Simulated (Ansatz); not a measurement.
The first iterations of a band of CH₄MgSe (7 atoms, charge 0, multiplicity 1).

These are results of RKS PBE0/def2-SVP in Ansatz 0.2.0, not measurements.

```json
{
 "movable images": "7",
 "climbing image": "yes",
 "spring": "5.0 eV/Å²",
 "optimiser": "quadratic models (default)",
 "start path": "through a guess of the saddle point",
 "force threshold": "0.03 eV/Å",
 "iteration limit": "46",
 "end points": "relaxed"
}
```

First end point:

```xyz
7
Properties=species:S:1:pos:R:3
C -1.140 0.857 -0.155
Mg 0.544 -0.374 -0.220
Se 2.519 -1.812 -0.330
H -1.076 1.594 0.664
H -1.265 1.426 -1.093
H -2.065 0.277 -0.001
H 2.482 -1.968 1.136
```

Last end point:

```xyz
7
Properties=species:S:1:pos:R:3
C -1.143 0.857 -0.141
Mg 0.458 -0.388 0.351
Se 2.330 -1.839 0.960
H -1.222 1.714 0.551
H -1.038 1.272 -1.158
H -2.105 0.320 -0.106
H 2.721 -1.936 -0.458
```

| iteration | highest image above the first end (eV) | largest band force component (eV/Å) |
| --- | --- | --- |
| 1 | 12.561 | 55.738 |
| 2 | 3.250 | 17.475 |
| 3 | 1.382 | 9.256 |

Problem. Does the band converge within its limit, and where does its top end?

Solution. It converged. It ended after 11 iterations with the highest image 0.000 eV above the first end. The top lies less than 8 meV above the higher end, about what the thresholds resolve: that end is a shoulder or a very shallow well. A vibrational analysis at the climbing image gives no mode beyond 40i cm⁻¹: the surface is too flat there to confirm a saddle point.

The run took 4.7 min on 1 thread of Arm Neoverse V1, on a shared host, peak memory 0.17 GiB.
